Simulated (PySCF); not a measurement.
Stepwise substitution at one centre (Ge OH-OCH3). Isolated molecules, 0 K electronic values unless said otherwise. One relaxed conformer stands for each flexible species; it need not be the lowest. Strings in code marks are SMILES. All members: neutral, multiplicity 1. Level: ωB97X-D3(BJ)/def2-TZVP // PBE0-D3(BJ)/def2-SVP (PySCF), beside PBE-D3(BJ)/def2-TZVP // PBE0-D3(BJ)/def2-SVP (PySCF) at the same geometries. 

```tsv
species	HOMO–LUMO gap, PBE (eV)	HOMO–LUMO gap, ωB97X-D3(BJ) (eV)
`C[O][Ge]([OH])([OH])[O]C`	5.44	12.72
`C[O][Ge]([OH])([OH])[OH]`	5.45	12.71
`C[O][Ge]([OH])([O]C)[O]C`	5.51	withheld
`C[O][Ge]([O]C)([O]C)[O]C`	5.62	13.01
`[OH][Ge]([OH])([OH])[OH]`	6.14	13.56
```

### Question
Fit y = a + b·x, y being the HOMO–LUMO gap at the first level, to the 4 complete rows by least squares, with x = the PBE value in eV. Give a, b and the rms residual, and predict the withheld value.

### Answer
Means of the 4 rows: x̄ = 5.6625, ȳ = 13 eV. Σ(x − x̄)² = 0.32447 and Σ(x − x̄)(y − ȳ) = 0.3909, so b = 1.205 and a = ȳ − b·x̄ = 6.177 eV. The rms residual is 0.036 eV. At x = 5.51 the line gives 12.82 eV. The run for `C[O][Ge]([OH])([O]C)[O]C` gave 12.82 eV, so the line is off by 0.00 eV, within twice the rms residual.

Codes: PySCF.
